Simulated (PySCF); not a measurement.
The second ionisation energy along the 3d series

Calculated with PySCF 2.14 from differences of total energies of unrestricted determinants, without spin-orbit coupling. Values in eV. The last column holds reference values (NIST; (s) semi-empirical, (t) theoretical, else measured). Unmarked ones compare directly (S terms, centres of terms, or small fine structure); those marked * lie between the lowest fine-structure levels and include a spin-orbit shift.

```tsv
element	configurations	UHF	MP2 (valence)	SCS-MP2 (valence)	reference
Sc (def2-TZVP, non-relativistic)	[Ar] 3d1 4s1 → [Ar] 3d1	12.164	12.234	12.187	12.800 *
Ti (def2-TZVP, non-relativistic)	[Ar] 3d2 4s1 → [Ar] 3d2	12.860	13.004	12.908	13.575 *
V (def2-TZVP, non-relativistic)	[Ar] 3d4 → [Ar] 3d3	13.319	13.961	13.533	14.634 ± 0.007 *
Cr (def2-TZVP, non-relativistic)	[Ar] 3d5 → [Ar] 3d4	15.171	16.012	15.451	16.486 *
Mn (def2-TZVP, non-relativistic)	[Ar] 3d5 4s1 → [Ar] 3d5	14.693	15.028	14.805	15.640
Fe (def2-TZVP, non-relativistic)	[Ar] 3d6 4s1 → [Ar] 3d6	15.119	15.547	15.363	16.199 *
Ni (def2-TZVP, non-relativistic)	[Ar] 3d9 → [Ar] 3d8	15.204	18.013	17.734	18.169 *
Cu (def2-TZVP, non-relativistic)	[Ar] 3d10 → [Ar] 3d9	17.429	20.621	20.221	20.292 *
Zn (def2-TZVP, non-relativistic)	[Ar] 3d10 4s1 → [Ar] 3d10	16.589	17.263	17.144	17.964
```

**Question.** Fill in the row of Co (def2-TZVP, non-relativistic) ([Ar] 3d8 → [Ar] 3d7).

**Answer.** UHF 14.368; MP2 (valence) 16.694; SCS-MP2 (valence) 16.575; reference 17.084 * (eV).

"Valence" correlates the outer s and p shells and, in groups 3 to 12 and the f block, the outer d or f shell, open or full, or the next shell where the ion has no valence electron left; the wider scheme adds the next inner shell.
